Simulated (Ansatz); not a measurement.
Species, as SMILES: F[SiH] (F-SiH) (closed-shell singlet).
Geometry (B3LYP-D3(BJ)/def2-TZVP, fixed):
```xyz
3

Si    -0.2468    -0.3148     0.4521
H     -0.9813    -1.2112    -0.5591
F      0.4929     0.6243    -0.6411
```
Charge 0, spin multiplicity 1.

Basis-set convergence of the dipole moment at PBE with Ansatz (an electronic-structure program). Dipoles come from the density behind the forces; the sign is taken along the dipole that this method gives in the largest set. All functions are spherical. No added dispersion term, no relativity. Reference: the value in aug-pcseg-3, 0.893 D, itself unsure by roughly 0.002 D (its mean distance from aug-cc-pV(Q+d)Z, def2-QZVPPD). Deviations are taken from unrounded values.

```json
[
 {"basis": "def2-SV(P)", "functions": "34", "dipole moment (D)": "0.752", "minus reference (D)": "-0.140"},
 {"basis": "def2-SVP", "functions": "37", "dipole moment (D)": "0.753", "minus reference (D)": "-0.139"},
 {"basis": "def2-SVPD", "functions": "55", "dipole moment (D)": "0.954", "minus reference (D)": "0.061"},
 {"basis": "def2-TZVP", "functions": "74", "dipole moment (D)": "0.884", "minus reference (D)": "-0.009"},
 {"basis": "def2-TZVPP", "functions": "87", "dipole moment (D)": "0.882", "minus reference (D)": "-0.011"},
 {"basis": "def2-TZVPD", "functions": "92", "dipole moment (D)": "0.897", "minus reference (D)": "0.004"},
 {"basis": "def2-TZVPPD", "functions": "105", "dipole moment (D)": "0.896", "minus reference (D)": "0.003"},
 {"basis": "def2-QZVPP", "functions": "157", "dipole moment (D)": "0.894", "minus reference (D)": "0.001"},
 {"basis": "def2-QZVPPD", "functions": "175", "dipole moment (D)": "0.891", "minus reference (D)": "-0.002"}
]
```

The smallest set listed that lies within 0.02 D of the reference with all its larger relatives (same family, alike in diffuse functions; a set with none counts only in the reference's own line) is def2-TZVP (74 functions, -0.009 D off).
